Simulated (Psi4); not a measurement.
H₃O (SMILES [OH3+]), charge +1, singlet, geometry from GFN2-xTB; Psi4 1.11 with REVPBE/def2-SVPD.

The Psi4 input:
```
memory 2 GB

molecule {
1 1
O     0.07094020    0.00288768    0.03133554
H    -0.02512652    0.80502202   -0.52984156
H     0.02737561   -0.82471664   -0.49851471
H    -0.56977067   -0.00340678    0.77767195
}

set {
  basis def2-svpd
  scf_type pk
  puream true
  d_convergence 1e-8
  dft_radial_points 99
  dft_spherical_points 590
}

energy('revpbe')
print_variables()
```

It wrote (shortened):

```
   => Loading Basis Set <=

    Name: DEF2-SVPD
    Role: ORBITAL
    Keyword: BASIS

         ---------------------------------------------------------
                                   SCF
               by Justin Turney, Rob Parrish, Andy Simmonett
                          and Daniel G. A. Smith
                              RKS Reference
         ---------------------------------------------------------

  ==> Geometry <==

    Molecular point group: c1
    Full point group: C1

    Geometry (in Angstrom), charge = 1, multiplicity = 1:

       Center              X                  Y                   Z               Mass
    ------------   -----------------  -----------------  -----------------  -----------------
         O            0.041351996380     0.001683265421     0.018265908045    15.994914619570
         H           -0.054714723620     0.803817605421    -0.542911191955     1.007825032230
         H           -0.002212593620    -0.825921054579    -0.511584341955     1.007825032230
         H           -0.599358873620    -0.004611194579     0.764602318045     1.007825032230

  Running in c1 symmetry.

  Rotational constants: A =     10.90263  B =     10.90263  C =      6.28875 [cm^-1]
  Rotational constants: A = 326852.69864  B = 326852.69713  C = 188532.12835 [MHz]
  Nuclear repulsion =   13.884765987812656

  Charge       = 1
  Multiplicity = 1
  Electrons    = 10
  Nalpha       = 5
  Nbeta        = 5

  ==> Algorithm <==

  SCF Algorithm Type is PK.
  DIIS enabled.
  MOM disabled.
  Fractional occupation disabled.
  Guess Type is SAD.
  Energy threshold   = 1.00e-06
  Density threshold  = 1.00e-08
  Integral threshold = 1.00e-12

  ==> Primary Basis <==

  Basis Set: DEF2-SVPD
    Blend: DEF2-SVPD
    Number of shells: 21
    Number of basis functions: 47
    Number of Cartesian functions: 49
    Spherical Harmonics?: true
    Max angular momentum: 2

  ==> DFT Potential <==

   => LibXC <=

    Version 7.1.2
    S. Lehtola, C. Steigemann, M. J. T. Oliveira, and M. A. L. Marques,  SoftwareX 7, 1–5 (2018) (10.1016/j.softx.2017.11.002)

   => Composite Functional: REVPBE <=

    revPBE GGA Exchange-Correlation Functional

    Y. Zhang and W. Yang, Phys. Rev. Lett. 80, 890, 1998

    Deriv               =              1
    GGA                 =           TRUE
    Meta                =          FALSE

    Exchange Hybrid     =          FALSE
    MP2 Hybrid          =          FALSE

   => Exchange Functionals <=

    1.0000   XC_GGA_X_PBE_R

   => Correlation Functionals <=

    1.0000     XC_GGA_C_PBE

   => LibXC Density Thresholds  <==

    XC_GGA_C_PBE:  1.00E-12
    XC_GGA_X_PBE_R:  1.00E-15

   => Molecular Quadrature <=

    Radial Scheme          =       TREUTLER
    Pruning Scheme         =           NONE
    Nuclear Scheme         =       TREUTLER

    Blocking Scheme        =         OCTREE
    BS radius alpha        =              1
    Pruning alpha          =              1
    Radial Points          =             99
    Spherical Points       =            590
    Total Points           =         227046
    Total Blocks           =           1712
    Max Points             =            256
    Max Functions          =             47
    Weights Tolerance      =       1.00E-15

  ==> Integral Setup <==

  Using in-core PK algorithm.
   Calculation information:
      Number of atoms:                   4
      Number of AO shells:              21
      Number of primitives:             33
      Number of atomic orbitals:        49
      Number of basis functions:        47

      Integral cutoff                 1.00e-12
      Number of threads:                 1

  Performing in-core PK
  Using 1273512 doubles for integral storage.
  We computed 26796 shell quartets total.
  Whereas there are 26796 unique shell quartets.

  ==> DiskJK: Disk-Based J/K Matrices <==

    J tasked:                  Yes
    K tasked:                   No
    wK tasked:                  No
    Schwarz Cutoff:          1E-12

  Minimum eigenvalue in the overlap matrix is 4.8832311763E-03.
  Reciprocal condition number of the overlap matrix is 8.0716540672E-04.
    Using symmetric orthogonalization.

  ==> Pre-Iterations <==

  SCF Guess: Superposition of Atomic Densities via on-the-fly atomic UHF (no occupation information).

   -------------------------
    Irrep   Nso     Nmo
   -------------------------
     A         47      47
   -------------------------
    Total      47      47
   -------------------------

  ==> Iterations <==

                        Total Energy        Delta E     RMS |[F,P]|

   @RKS iter SAD:   -76.77711150836116   -7.67771e+01   0.00000e+00
   @RKS iter   1:   -76.53670823201105    2.40403e-01   1.10491e-02 ADIIS/DIIS
   @RKS iter   2:   -76.34904667391766    1.87662e-01   1.84930e-02 ADIIS/DIIS
   @RKS iter   3:   -76.62791097693355   -2.78864e-01   3.05279e-04 ADIIS/DIIS
   @RKS iter   4:   -76.62796985335792   -5.88764e-05   4.50512e-05 DIIS
   @RKS iter   5:   -76.62797130761089   -1.45425e-06   1.00003e-05 DIIS
   @RKS iter   6:   -76.62797138777789   -8.01670e-08   2.81611e-07 DIIS
   @RKS iter   7:   -76.62797138785479   -7.68949e-11   1.12694e-08 DIIS
   @RKS iter   8:   -76.62797138785507   -2.84217e-13   5.05251e-10 DIIS
  Energy and wave function converged.

  ==> Post-Iterations <==

   Electrons on quadrature grid:
      Ntotal   =    9.9999999796 ; deviation = -2.042e-08

    Orbital Energies [Eh]
    ---------------------

    Doubly Occupied:

       1A    -19.212283     2A     -1.351715     3A     -0.883528
       4A     -0.883528     5A     -0.687066

    Virtual:

       6A     -0.298892     7A     -0.209356     8A     -0.209356
       9A     -0.123998    10A     -0.108728    11A     -0.108728
      12A     -0.056563    13A     -0.032439    14A     -0.032439
      15A      0.051399    16A      0.082499    17A      0.082499
      18A      0.131722    19A      0.149027    20A      0.160692
      21A      0.160692    22A      0.247657    23A      0.247657
      24A      0.277253    25A      0.322882    26A      0.322882
      27A      0.529755    28A      0.660437    29A      0.660437
      30A      0.848210    31A      1.123404    32A      1.123404
      33A      1.250257    34A      1.308977    35A      1.443669
      36A      1.443669    37A      1.559850    38A      1.665295
      39A      1.665295    40A      1.867700    41A      1.867700
      42A      2.057207    43A      2.710806    44A      2.710806
      45A      3.004228    46A      3.446098    47A      3.446098

    Final Occupation by Irrep:
              A
    DOCC [     5 ]
    NA   [     5 ]
    NB   [     5 ]

  @RKS Final Energy:   -76.62797138785507

   => Energetics <=

    Nuclear Repulsion Energy =             13.8847659878126564
    One-Electron Energy =                -128.2464900269787051
    Two-Electron Energy =                  47.1017534268092888
    DFT Exchange-Correlation Energy =      -9.3680007754983023
    Empirical Dispersion Energy =           0.0000000000000000
    VV10 Nonlocal Energy =                  0.0000000000000000
    Total Energy =                        -76.6279713878550695

Computation Completed

Properties will be evaluated at   0.000000,   0.000000,   0.000000 [a0]

Properties computed using the SCF density matrix

 Multipole Moments:

 ------------------------------------------------------------------------------------
     Multipole            Electronic (a.u.)      Nuclear  (a.u.)        Total (a.u.)
 ------------------------------------------------------------------------------------

 L = 1.  Multiply by 2.5417464519 to convert [e a0] to [Debye]
 Dipole X            :          0.0362608           -0.6150496           -0.5787888
 Dipole Y            :          0.0014760           -0.0250361           -0.0235600
 Dipole Z            :          0.0160170           -0.2716783           -0.2556612
 Magnitude           :                                                    0.6331779

 ------------------------------------------------------------------------------------

  Variable Map:
  ----------------------------------------------------------------------------
  "CURRENT ENERGY"              =>     -76.627971387855
  "CURRENT REFERENCE ENERGY"    =>     -76.627971387855
  "DD SOLVATION ENERGY"         =>       0.000000000000
  "DFT FUNCTIONAL TOTAL ENERGY" =>     -76.627971387855
  "DFT TOTAL ENERGY"            =>     -76.627971387855
  "DFT VV10 ENERGY"             =>       0.000000000000
  "DFT XC ENERGY"               =>      -9.368000775498
  "GRID ELECTRONS ALPHA"        =>       4.999999989792
  "GRID ELECTRONS BETA"         =>       4.999999989792
  "GRID ELECTRONS TOTAL"        =>       9.999999979583
  "NUCLEAR REPULSION ENERGY"    =>      13.884765987813
  "ONE-ELECTRON ENERGY"         =>    -128.246490026979
  "PCM POLARIZATION ENERGY"     =>       0.000000000000
  "PE ENERGY"                   =>       0.000000000000
  "SCF ITERATION ENERGY"        =>     -76.627971387855
  "SCF ITERATIONS"              =>       8.000000000000
  "SCF TOTAL ENERGY"            =>     -76.627971387855
  "TWO-ELECTRON ENERGY"         =>      47.101753426809
  "XC GRID RADIAL POINTS"       =>      99.000000000000
  "XC GRID SPHERICAL POINTS"    =>     590.000000000000
  "XC GRID TOTAL POINTS"        =>  227046.000000000000

  Array Variable Map:
  ----------------------------------------------------------------------------
  "CURRENT DIPOLE"              =>      -0.578788783338 ... -0.255661225918 1 by 3
  "SCF DIPOLE"                  =>      -0.578788783338 ... -0.255661225918 1 by 3
  "SCF TOTAL ENERGIES"          =>     -76.777111508361 ... -76.627971387855 1 by 9
```
